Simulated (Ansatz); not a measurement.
`C[Si](N)(Cl)Cl` → `CCl` + `N[Si]Cl` at 500 K and 1 bar (silylene formation by 1,1-elimination).

Calculated with Ansatz (gas phase, PBE0-D4/def2-TZVP geometries, no zero-point term in ΔE). CBS: MP2 limit from def2 TZ/QZ plus the TZ coupled-cluster correction, frozen cores. This one scheme is used for every species. One conformer a species, not always the lowest.

| species | CCSD(T)/CBS energy (Eh) | H − E (kJ/mol) | S (J/(mol·K)) |
| --- | --- | --- | --- |
| `C[Si](N)(Cl)Cl` | -1304.56570 | 225.9 | 432.0 |
| `CCl` | -499.63220 | 119.3 | 258.4 |
| `N[Si]Cl` | -804.81589 | 100.4 | 317.4 |

H − E and S are ideal-gas, rigid-rotor, harmonic terms from PBE0-D4/def2-TZVP, for one conformer and one mirror image of each species. 1 Eh = 2625.50 kJ/mol, R = 8.31446 J/(mol·K).

Problem. By hand: ΔE, ΔH, ΔS and ΔG.

Solution. ΔE = (-499.63220) + (-804.81589) − (-1304.56570) = 0.11761 Eh = 308.8 kJ/mol. Δ(H − E) = 119.3 + 100.4 − 225.9 = -6.2, so ΔH = 302.6 kJ/mol. ΔS = 258.4 + 317.4 − 432.0 = 143.8 J/(mol·K). ΔG = 302.6 − 500 × (143.8)/1000 = 230.7 kJ/mol.

Problem. By hand: the equilibrium constant, and the temperature at which ΔG would vanish if ΔH and ΔS stayed fixed.

Solution. log₁₀ K = −ΔG/(RT ln 10) = -24.1. ΔG = 0 at ΔH/ΔS = 2104 K.

The number of gas molecules changes by +1, which sets the sign of ΔS. A doubt of 5 kJ/mol in ΔE shifts log₁₀ K by 0.5 here. Other conformers and mirror images would add mixing entropy, several J/(mol·K) or more a flexible species. These are equilibria of isolated gas molecules and say nothing of rates. Largest T1 diagnostic: 0.013 (customary marks: 0.02 for closed shells, 0.045 for open ones).
